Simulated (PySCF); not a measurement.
Two species compared at the same levels of theory.

First species: C7H13ClO2.
Atom-mapped SMILES: `[CH3:1][CH2:2][C@@H:3]([O:4][CH3:5])[C@@H:6]([CH3:7])[C:8](=[O:9])[Cl:10]` (hydrogens: H11, H12, H13 on C1; H14, H15 on C2; H16 on C3; H17, H18, H19 on C5; H20 on C6; H21, H22, H23 on C7)

Second species: C4H5F3O2Si.
SMILES: `O=CO/C([SiH3])=C\C(F)(F)F`

Levels: PBE0/pcSseg-1 for dipole moment, HOMO energy, LUMO energy and HOMO–LUMO gap; GFN2-xTB for rotational constant A and rotational constant C. Geometries: GFN2-xTB. Each structure is a single optimised conformer of the isolated species, non-relativistic unless stated. Electronic properties by PySCF.

The conformers computed, where there is a choice (atom-mapped SMILES and torsion angles):
- `[CH3:1][CH2:2][C@@H:3]([O:4][CH3:5])[C@@H:6]([CH3:7])[C:8](=[O:9])[Cl:10]`: C1–C2–C3–O4 -59°, C2–C3–O4–C5 -86°, C2–C3–C6–C7 57°, C3–C6–C8–O9 -30°
- `[O:1]=[CH:2][O:3]/[C:4]([SiH3:5])=[CH:6]\[C:7]([F:8])([F:9])[F:10]`: O1–C2–O3–C4 0°, C2–O3–C4–Si5 0°, C4–C6–C7–F8 -60°

```json
{"property": "dipole moment", "column X": "3.40 D", "column Y": "1.37 D"}
{"property": "HOMO energy", "column X": "-7.60 eV", "column Y": "-8.32 eV"}
{"property": "LUMO energy", "column X": "-0.81 eV", "column Y": "-1.66 eV"}
{"property": "HOMO–LUMO gap", "column X": "6.79 eV", "column Y": "6.66 eV"}
{"property": "rotational constant A", "column X": "1.564 GHz", "column Y": "2.209 GHz"}
{"property": "rotational constant C", "column X": "0.607 GHz", "column Y": "0.567 GHz"}
```

(1) Which column belongs to which species?

(2) How does each property change from the first species to the second?

## Answers

(1) Column X is the first species and column Y the second. The first has 23 atoms and 88 electrons, the second 15 and 86.

(2) dipole moment -2.03 D; HOMO energy -0.72 eV; LUMO energy -0.85 eV; HOMO–LUMO gap -0.13 eV; rotational constant A +0.645 GHz; rotational constant C -0.040 GHz.

On the first: In atomic units the dipole is 1.34 e·bohr (1 au = 2.5417 D).

On the second: The dipole equals about 4.6 × 10⁻³⁰ C·m (1 D = 3.33564 × 10⁻³⁰ C·m). A dipole of 1.37 D is allowed in Cs, and pure rotational transitions are dipole-allowed.
